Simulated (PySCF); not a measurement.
A TDDFT job was run through a driver script with this input:

```
{"job": {"kind": "uv", "xc": "CAM-B3LYP", "basis": "def2-SVPD", "nstates": 8, "ntriplets": 3}, "charge": 0, "multiplicity": 1}
C      1.675290    -0.430593    -0.009436
C      0.336030     0.274068    -0.150102
C     -0.406050     0.470183     1.183442
As    -2.325623     0.416245     0.619286
Si    -1.085729    -0.592685    -1.103661
H      2.345210     0.125724     0.647219
H      1.540634    -1.426423     0.410753
H      2.155536    -0.533813    -0.980883
H      0.509740     1.259472    -0.598139
H     -0.230102    -0.392128     1.836442
H     -0.100494     1.359461     1.741127
H     -2.265065     1.745674    -0.102266
H     -0.970378    -2.054879    -0.995530
H     -1.179677    -0.220778    -2.520418
```

Its output, with some lines taken out ([cut]):

```
coarse grid: 51536 points
cycle   1  E = -2644.6645497339  dE = -3.194e-01  |g| = 3.265e-01  |ddm| = 4.976e+00
cycle   2  E = -2644.6745798166  dE = -1.003e-02  |g| = 2.677e-01  |ddm| = 8.371e-01
cycle   3  E = -2644.6902971903  dE = -1.572e-02  |g| = 4.753e-02  |ddm| = 3.950e-01
cycle   4  E = -2644.6909012927  dE = -6.041e-04  |g| = 1.787e-02  |ddm| = 1.003e-01
cycle   5  E = -2644.6909954053  dE = -9.411e-05  |g| = 4.190e-03  |ddm| = 3.254e-02
cycle   6  E = -2644.6910001713  dE = -4.766e-06  |g| = 7.908e-04  |ddm| = 8.513e-03
final grid: 106976 points
cycle   7  E = -2644.6909610963  dE = -1.951e-07  |g| = 6.867e-04  |ddm| = 5.509e-03
cycle   8  E = -2644.6909611105  dE = -1.413e-08  |g| = 6.852e-04  |ddm| = 2.303e-03
cycle   9  E = -2644.6909612337  dE = -1.232e-07  |g| = 4.506e-05  |ddm| = 1.067e-03
cycle  10  E = -2644.6909612344  dE = -7.776e-10  |g| = 1.694e-05  |ddm| = 1.198e-04
converged SCF energy = -2644.6909612344

[cut]

Singlet excitations
state   eV       nm        f      main configurations
  1   5.4996    225.4   0.01204   H->L+1 0.73, H->L 0.18
  2   5.6231    220.5   0.12423   H->L 0.75, H->L+1 0.19
[cut]
[cut]
[cut]
  6   7.0632    175.5   0.01419   H->L+5 0.35, H->L+4 0.32, H-2->L 0.08
[cut]
  8   7.3764    168.1   0.05429   H-2->L 0.40, H->L+3 0.33

Triplet excitations (Tamm-Dancoff, eV): 4.6999 4.9201 5.5428
```

Level of theory: TDDFT CAM-B3LYP/def2-SVPD, vertical, gas phase, core orbitals frozen in the response in PySCF. One conformer (not necessarily the lowest) at the GFN2-xTB geometry, without solvent, vibrations or thermal averaging. Relativistic effects, spin–orbit coupling among them, are left out although an element past zinc is present.

Q: Restore the lines that were cut, in order.

A: 
```
Static polarisability (au): isotropic 93.681, principal 78.221 95.424 107.400
  3   6.0074    206.4   0.01553   H->L+2 0.89
  4   6.6186    187.3   0.07297   H-1->L 0.81
  5   7.0026    177.1   0.03739   H-1->L+1 0.70
  7   7.2187    171.8   0.02189   H->L+3 0.37, H-2->L 0.26, H->L+4 0.18
```

Q: How many basis functions and electrons does this run hold?

A: 194 basis functions for 74 electrons in 37 doubly occupied orbitals.

Q: How much of the mean polarisability do the listed states account for?

A: The sum over states Σ f/ΔE² (ΔE in hartree) gives 6.58 au, 7% of the total; the rest comes from higher roots of the same response equations.

Q: Give the energy of state 5 in hartree, cm⁻¹ and kJ/mol.

A: 0.25734 hartree, 56480 cm⁻¹, 675.6 kJ/mol.

Q: Which species is it?

A: `[AsH]1C[C@H]([SiH2]1)C` (C3H9AsSi), point group C1.

The SCF starts on a coarse grid; the energy jumps when the final grid takes over, and dE counts afresh there. H and L stand for HOMO and LUMO.

Hardware: an Arm Neoverse N1 with one thread (shared host). Cost: 65 s of wall time (with the writing of density and orbital grids), 0.90 GiB resident at most.

Without π bonds the low states are Rydberg-like; a valence basis with one diffuse set may place them up to an eV too high.
